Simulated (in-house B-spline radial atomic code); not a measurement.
RPA and G0W0 for neutral gold, [Xe] 4f14 5d10 6s1, highest spin, as one setting changes: the share of exact exchange in the PBE hybrid start. A dash marks a level of low quasi-particle weight. Computed with an all-electron radial atomic-structure program (B-spline basis): all electrons, scalar-relativistic (spin-free one-electron X2C), finite nucleus, each spin shell either full or empty, empty states to l = 9 with an (l + 1/2)⁻⁴ tail; G0W0 by contour deformation at full frequency.

Without the two-electron picture change, the correlation of inner shells comes somewhat too large for so heavy an element.

RPA overbinds a lone outer s electron by self-correlation, and G0W0 tends to as well.

| share of exact exchange in the PBE hybrid start | mean-field level (eV) | G0W0 level (eV) | RPA correlation (Eh) |
| --- | --- | --- | --- |
| 0 | -6.066 | - | -7.1462 |
| 0.1 | -6.328 | - | -7.088 |
| 0.2 | -6.588 | 6s up -9.470 | -7.0327 |
| 0.3 | -6.847 | 6s up -9.500 | -6.9795 |
| 0.4 | -7.104 | 6s up -9.478 | -6.928 |
| 0.5 | ? | ? | ? |
| 0.6 | ? | ? | ? |
| 0.7 | -7.864 | 6s up -9.320 | -6.7823 |
| 0.8 | -8.113 | 6s up -9.255 | -6.7363 |
| 0.9 | -8.360 | 6s up -9.188 | -6.6914 |
| 1 | -8.605 | 6s up -9.120 | -6.6475 |

Question: What belongs in the row for 0.5?

Answer: mean-field level (eV): -7.359; G0W0 level (eV): 6s up -9.434; RPA correlation (Eh): -6.8781.

Question: What belongs in the row for 0.6?

Answer: mean-field level (eV): -7.613; G0W0 level (eV): 6s up -9.380; RPA correlation (Eh): -6.8295.
